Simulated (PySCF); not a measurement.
F₂H₅NOSi₂, SMILES N[SiH2]O[SiH](F)F.

Geometry optimised at r2SCAN-D4/def2-SVP. The structure was generated by enumeration, and PubChem lists no compound with its InChIKey, so it may never have been made. One conformer was computed; it need not be the lowest.

Two levels are set side by side: PBE/def2-TZVP (PySCF) and M06-2X/def2-TZVP (PySCF). Same geometry, gas phase. Differences are taken from unrounded values.

```csv
quantity,M06-2X,PBE,PBE minus M06-2X
orbital gap (eV),10.64,6.22,-4.42
highest occupied level (eV),-9.54,-6.59,2.95
lowest empty level (eV),1.10,-0.37,-1.47
dipole moment (D),2.27,2.26,-0.01
mean polarisability (bohr³),54.3,58.8,4.5
```

Without exact exchange PBE keeps part of each electron's self-repulsion, which lifts occupied levels and narrows the gap. PBE's more diffuse valence density responds more strongly to a field. Differences between two approximate levels are no errors against the true value.

Rough cost on one machine, each run with all the roots and properties that it gave: M06-2X against PBE about 3 times.
